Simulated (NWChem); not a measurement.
System: SiH4O; SMILES O[SiH3]

The following NWChem deck was run.

```
start job
memory heap 200 mb stack 900 mb global 1100 mb
geometry units angstroms noautosym nocenter noautoz
  Si    -0.020039    -0.495117     0.000000
  O     -0.075849     1.169752     0.000000
  H      0.682283    -1.032242     1.208873
  H     -1.433127    -0.959412     0.000000
  H      0.682283    -1.032242    -1.208873
  H      0.766438     1.632662     0.000000
end
basis spherical
  * library def2-svpd
end
dft
  xc slater vwn_5
  iterations 150
end
property
  response 1 0.0
end
task dft property
```

Structure relaxed at the PBE0/def2-SVP level.

Static field.

### Question
Predict the main results of this run. (LDA (Slater exchange, VWN5)/def2-SVPD.) Quantities: isotropic polarisability (bohr³); anisotropy (bohr³).

### Answer
The isotropic polarisability (bohr³) is 35.8 and the anisotropy (bohr³) is 1.3.
